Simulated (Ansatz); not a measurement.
H2SSi (SMILES [SiH]S) moved off its minimum; all values from Ansatz (an electronic-structure program), cores frozen in correlated methods.
(charge 0, multiplicity 1)
```xyz
4

Si     0.15544    -0.88313     0.80627
H      0.70993    -1.63941    -0.39207
S     -0.20189     0.78890    -0.72362
H     -0.64854     1.66224     0.35393
```

```tsv
level	largest force (eV/Å)	on atom	rms difference from CCSD(T)/aug-cc-pV(T+d)Z (eV/Å)	dipole (D)
HF/def2-TZVPP	4.03	S3	0.336	1.49
PBE/def2-TZVPP	2.91	S3	0.188	0.87
r2SCAN/def2-TZVPP	3.29	S3	0.054	0.91
B3LYP/def2-TZVPP	3.21	S3	0.040	1.10
wB97M-V/def2-TZVPP	3.44	S3	0.093	1.31
MP2/aug-cc-pV(T+d)Z	3.45	S3	0.103	1.11
CCSD(T)/aug-cc-pV(T+d)Z	3.24	S3	0.000	1.05
```

The differences count from one level among others, with limits of its own. Forces at CCSD(T)/aug-cc-pV(T+d)Z (eV/Å):

```tsv
atom	Fx	Fy	Fz
Si1	-0.107	1.198	-1.591
H2	0.012	-0.307	0.217
S3	-0.467	0.217	3.201
H4	0.562	-1.107	-1.827
```

Doubts at one or more of the structures used: a restricted determinant that unrestricted orbitals would lower (MP2/aug-cc-pV(T+d)Z, CCSD(T)/aug-cc-pV(T+d)Z).
